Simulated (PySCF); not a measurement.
C₂H₆OSi₂, SMILES O[Si@@H]1C=C[SiH2]1. Atoms are numbered in the order given.

```xyz
11

O      1.7768     1.4579    -0.3999
Si     0.4558     0.7575     0.3808
C      0.5368    -1.0500     0.9512
C     -0.5792    -1.6213     0.4049
Si    -1.3502    -0.2952    -0.7235
H      2.0626     0.9923    -1.2055
H      0.1671     1.7261     1.4915
H      1.2299    -1.5924     1.6229
H     -0.8990    -2.6582     0.6253
H     -1.1972    -0.6130    -2.1914
H     -2.8020     0.0380    -0.4827
```

The structure is a stationary point at PBE-D3(BJ)/def2-SVP. The structure was generated by enumeration; whether it is a known compound was not checked. The values are those of a single conformer.

Method: PBE-D3(BJ)/def2-SVP run with PySCF 2.14.0.

Frequencies are harmonic and unscaled.

Computed vibrational spectrum:
```tsv
mode	ν (cm⁻¹)	IR (km/mol)	moving atoms (share of kinetic energy)
1	122	1.9	C 34 %, O 26 %, H 25 %, Si 16 %
2	170	5.5	H 34 %, O 30 %, Si 29 %
3	279	8.0	H 52 %, C 28 %, Si 11 %, O 9 %
4	310	93.2	H 67 %, O 21 %, Si 9 %
5	392	16.8	Si 42 %, H 24 %, C 20 %, O 14 %
6	421	1.7	Si 63 %, C 23 %, H 13 %
7	486	3.9	H 54 %, Si 32 %, C 14 %
8	568	3.7	H 91 %
9	630	37.8	H 79 %, C 13 %
10	662	8.3	H 47 %, C 35 %, Si 13 %
11	708	54.0	C 49 %, H 35 %, Si 15 %
12	726	110.7	H 78 %, C 14 %
13	744	77.4	H 53 %, Si 24 %, C 23 %
14	786	30.4	H 71 %, O 17 %, C 8 %
15	860	300.1	H 37 %, Si 34 %, O 26 %
16	887	42.6	H 72 %, O 16 %, Si 11 %
17	916	88.4	H 90 %
18	986	0.0	H 77 %, C 23 %
19	1019	4.0	H 96 %
20	1226	20.2	H 64 %, C 35 %
21	1500	0.8	C 96 %
22	2131	112.4	H 98 %
23	2140	98.9	H 96 %
24	2173	125.5	H 97 %
25	3048	8.8	H 92 %
26	3070	23.9	H 91 %, C 9 %
27	3758	75.3	H 94 %
```
